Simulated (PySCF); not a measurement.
Method: TPSSh-D3(BJ)/def2-TZVP // r2SCAN-D4/def2-SVP in PySCF. All species are isolated molecules in the gas phase. One relaxed conformer stands for a flexible species; it need not be the lowest. 

Reference species: [Ti(F)4] (neutral, multiplicity 1).

| Quantity | Result |
|---|---|
| HOMO–LUMO gap | 7.79 eV |
| charge on the central atom (meta-Löwdin) | 1.65 e |

Changed species: [Ti(NH2)4] (4 of 4 F replaced by NH2; the reference has 0 of 4 F replaced by NH2).

Q: What does the change do to the HOMO–LUMO gap and charge on the central atom (meta-Löwdin)?

A: the HOMO–LUMO gap falls by 2.96 eV, to 4.83 eV; the charge on the central atom (meta-Löwdin) falls by 0.43 e, to 1.22 e.
